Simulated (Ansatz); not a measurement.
Reaction (isomerisation): `O[C]1(S)[NH][GeH2]1` → `OC1[NH][GeH2][S]1`

Gas-phase electronic energies from Ansatz, PBE0-D4/def2-TZVP geometries. CCSD(T)/CBS is the MP2 limit (def2-TZVPP, def2-QZVPP) plus CCSD(T) − MP2 in def2-TZVPP, frozen cores. Functionals use def2-TZVPP. B3LYP here is the variant with VWN-RPA as its local correlation; programs differ in this. For Ge outer-core shells are correlated without core-valence functions, which leaves a few kJ/mol of doubt a bond. Scalar relativity is left out up to krypton. One conformer a species, not always the lowest.

| level | ΔE (kcal/mol) | difference from CCSD(T)/CBS |
| --- | --- | --- |
| PBE-D4 | -37.4 | 2.4 |
| r2SCAN-D4 | -39.3 | 0.5 |
| PBE0-D4 | -41.0 | -1.2 |
| B3LYP-D4 | -39.9 | -0.1 |
| ωB97X-V | -42.0 | -2.2 |
| ωB97M-V | -41.1 | -1.3 |
| B2PLYP | -40.3 | -0.5 |
| PBE | -37.2 | 2.6 |
| r2SCAN | -39.3 | 0.5 |
| PBE0 | -40.9 | -1.1 |
| B3LYP | -39.6 | 0.2 |
| HF/def2-TZVPP | -48.9 | -9.1 |
| MP2/def2-TZVPP | -40.7 | -0.9 |
| SCS-MP2/def2-TZVPP | -41.4 | -1.6 |
| CCSD/def2-TZVPP | -42.0 | -2.2 |
| CCSD(T)/def2-TZVPP | -40.7 | -0.9 |
| HF/def2-QZVPP | -48.7 | -8.9 |
| MP2/def2-QZVPP | -40.1 | -0.3 |
| SCS-MP2/def2-QZVPP | -41.0 | -1.2 |
| HF/CBS(def2) | -48.6 | -8.8 |
| MP2/CBS(def2) | -39.8 | 0.0 |
| CCSD/CBS(def2) | -41.1 | -1.3 |
| CCSD(T)/CBS | -39.8 | 0 |

Largest T1 diagnostic among the species: 0.013.

From PBE to PBE0 (25 % exact exchange), in def2-TZVPP and without D4, ΔE moves by −3.7 kcal/mol. In def2-TZVPP, CCSD(T) changes the Hartree–Fock value by +8.2 kcal/mol (the triples alone add +1.3 kcal/mol) and MP2 by +8.2 kcal/mol.
